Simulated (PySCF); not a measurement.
These are ωB97X-D3(BJ)/def2-TZVP // B3LYP-D3(BJ)/def2-TZVP (PySCF 2.14.0) values and carry that method's errors. All species are isolated molecules in the gas phase. Delta-SCF ions had no search for a lower state. Excitations are Tamm–Dancoff values on a coarser integration grid. The basis has no diffuse functions, so Rydberg states are missing or too high.

Reference species (SMILES): `[Br][Al]([Br])[Br]` (neutral, multiplicity 1).

The vertical ionisation energy (Delta-SCF) is 11.15 eV, the S1 excitation (TDA) is 6.38 eV and the S1 oscillator strength comes out as 0.000. The T1 excitation (TDA) is 6.06 eV.

After one change: the vertical ionisation energy (Delta-SCF) falls by 1.27 eV; the S1 excitation (TDA) decreases by 0.39 eV; the S1 oscillator strength stays essentially unchanged; the T1 excitation (TDA) drops by 0.32 eV.

Which change was made? The new species is one of these.
A. `[CH3][Al]([Br])[Br]`
B. `[CH3][Al]([CH3])[CH3]`
C. `[CH3][Al]([CH3])[Br]`

B, `[CH3][Al]([CH3])[CH3]`
